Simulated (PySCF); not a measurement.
**A small calculation by hand: chemical shift, span and skew from a shielding tensor**

2,5-dihydro-1H-silol-1-amine (C4H9NSi), SMILES C1=CC[SiH](C1)N. Atoms are numbered in the order given.

```xyz
15

N      2.0650    -0.5391     0.5249
Si     0.7829     0.0185    -0.5012
C     -0.6472    -1.2273    -0.5010
C     -1.7160    -0.5050     0.2751
C     -1.5372     0.7915     0.5752
C     -0.2771     1.4771     0.1181
H      1.8447    -0.8465     1.4663
H      2.9598    -0.0627     0.5095
H      1.4098     0.2931    -1.8300
H     -0.3657    -2.1897    -0.0401
H     -0.9868    -1.4716    -1.5238
H     -2.6271    -1.0323     0.5802
H     -2.2984     1.3474     1.1349
H     -0.4886     2.2042    -0.6876
H      0.2013     2.0541     0.9283
```

Geometry optimised at PBE0-D3(BJ)/def2-SVP. Other conformers were not sampled.

GIAO shieldings from PBE/pcSseg-1 (PySCF), non-relativistic, no solvent. The symmetric part of the tensor of Si2 has the principal values 284.4, 342.9, 366.7 ppm. The same nucleus in TMS has σ = 335.4 ppm at this level (PySCF, at its B3LYP-D3(BJ)/def2-TZVP geometry).

**Question.** Work out the isotropic shielding, the ²⁹Si shift against TMS, the span and the skew.

**Answer.** 
σ(iso) = (σ11 + σ22 + σ33)/3 = 331.3 ppm. δ = σ(ref) − σ(iso) = 335.4 − (331.3) = 4.1 ppm.
Span Ω = σ33 − σ11 = 82.3 ppm. Skew κ = 3(σ(iso) − σ22)/Ω = -0.42. Tumbling in solution averages the tensor to δ; in a static solid the shielding alone would spread this spin-1/2 line over Ω.
